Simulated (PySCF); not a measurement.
NbF4, SMILES [F][Nb+]([F])([F])[F], charge +1, multiplicity 1. Atoms are numbered in the order given.

```xyz
5

Nb     0.0000     0.0000     0.0000
F     -1.0377     1.0377    -1.0377
F      1.0377     1.0377     1.0377
F      1.0377    -1.0377    -1.0377
F     -1.0377    -1.0377     1.0377
```
Charge +1, spin multiplicity 1.

The structure is a stationary point at B3LYP-D3(BJ)/def2-SVP. The multiplicity is an assumed one; other spin states were not compared. The isomer is the one that the SMILES or the coordinates give; other isomers of the formula were not compared. The def2 effective core potentials stand for the cores of Nb; spin–orbit coupling is left out.

Calculation: PySCF with M06-2X/def2-TZVPD.

Mulliken values depend strongly on the basis, most of all with diffuse functions as here. ESP charges are fitted to the potential on shells at 1.4 to 2.0 van der Waals radii. Atomic charges (e):

```tsv
atom	Mulliken	ESP fit
Nb1	2.84	1.61
F2	-0.46	-0.15
F3	-0.46	-0.15
F4	-0.46	-0.15
F5	-0.46	-0.15
```
